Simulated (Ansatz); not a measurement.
Consider the ligand exchange at the Sn–N bond: `C[NH][SnH]([Cl])[O]C` + H–F → `C[O][SnH]([F])[Cl]` + CH₃NH₂.

Calculated with Ansatz (gas phase, PBE0-D4/def2-TZVP geometries, no zero-point term in ΔE). CCSD(T)/CBS is the MP2 limit (def2-TZVPP, def2-QZVPP) plus CCSD(T) − MP2 in def2-TZVPP, frozen cores. This one scheme is used for every species. Functionals use def2-TZVPP. B3LYP here is the variant with VWN-RPA as its local correlation; programs differ in this. Elements past krypton have def2 core potentials. For Sn outer-core shells are correlated without core-valence functions, which leaves a few kJ/mol of doubt a bond. One conformer a species, not always the lowest.

```json
{"level": "PBE-D4", "ΔE (kJ/mol)": "-60.4", "difference from CCSD(T)/CBS": "-9.5"}
{"level": "r2SCAN-D4", "ΔE (kJ/mol)": "-66.6", "difference from CCSD(T)/CBS": "-15.7"}
{"level": "PBE0-D4", "ΔE (kJ/mol)": "-56.8", "difference from CCSD(T)/CBS": "-5.9"}
{"level": "B3LYP-D4", "ΔE (kJ/mol)": "-62.2", "difference from CCSD(T)/CBS": "-11.3"}
{"level": "ωB97X-V", "ΔE (kJ/mol)": "-64.6", "difference from CCSD(T)/CBS": "-13.7"}
{"level": "ωB97M-V", "ΔE (kJ/mol)": "-61.7", "difference from CCSD(T)/CBS": "-10.8"}
{"level": "B2PLYP", "ΔE (kJ/mol)": "-65.3", "difference from CCSD(T)/CBS": "-14.4"}
{"level": "PBE", "ΔE (kJ/mol)": "-68.5", "difference from CCSD(T)/CBS": "-17.6"}
{"level": "r2SCAN", "ΔE (kJ/mol)": "-69.1", "difference from CCSD(T)/CBS": "-18.2"}
{"level": "PBE0", "ΔE (kJ/mol)": "-64.1", "difference from CCSD(T)/CBS": "-13.2"}
{"level": "B3LYP", "ΔE (kJ/mol)": "-74.8", "difference from CCSD(T)/CBS": "-23.9"}
{"level": "HF/def2-TZVPP", "ΔE (kJ/mol)": "-78.0", "difference from CCSD(T)/CBS": "-27.1"}
{"level": "MP2/def2-TZVPP", "ΔE (kJ/mol)": "-43.9", "difference from CCSD(T)/CBS": "7.0"}
{"level": "SCS-MP2/def2-TZVPP", "ΔE (kJ/mol)": "-52.4", "difference from CCSD(T)/CBS": "-1.5"}
{"level": "CCSD/def2-TZVPP", "ΔE (kJ/mol)": "-52.9", "difference from CCSD(T)/CBS": "-2.0"}
{"level": "CCSD(T)/def2-TZVPP", "ΔE (kJ/mol)": "-49.7", "difference from CCSD(T)/CBS": "1.2"}
{"level": "HF/def2-QZVPP", "ΔE (kJ/mol)": "-81.1", "difference from CCSD(T)/CBS": "-30.2"}
{"level": "MP2/def2-QZVPP", "ΔE (kJ/mol)": "-45.7", "difference from CCSD(T)/CBS": "5.2"}
{"level": "SCS-MP2/def2-QZVPP", "ΔE (kJ/mol)": "-54.2", "difference from CCSD(T)/CBS": "-3.3"}
{"level": "HF/CBS(def2)", "ΔE (kJ/mol)": "-81.6", "difference from CCSD(T)/CBS": "-30.7"}
{"level": "MP2/CBS(def2)", "ΔE (kJ/mol)": "-45.2", "difference from CCSD(T)/CBS": "5.7"}
{"level": "CCSD/CBS(def2)", "ΔE (kJ/mol)": "-54.1", "difference from CCSD(T)/CBS": "-3.2"}
{"level": "CCSD(T)/CBS", "ΔE (kJ/mol)": "-50.9", "difference from CCSD(T)/CBS": "0"}
```

Largest T1 diagnostic among the species: 0.014.

The D4 term adds +12.6 kJ/mol with B3LYP and +7.3 kJ/mol with PBE0; it sums over pairs of atoms, weighted by their polarisabilities, and B3LYP, whose exchange is more repulsive, gets the larger term. In def2-TZVPP, CCSD(T) changes the Hartree–Fock value by +28.3 kJ/mol (the triples alone add +3.2 kJ/mol) and MP2 by +34.1 kJ/mol. From PBE to PBE0 (25 % exact exchange), in def2-TZVPP and without D4, ΔE moves by +4.4 kJ/mol.
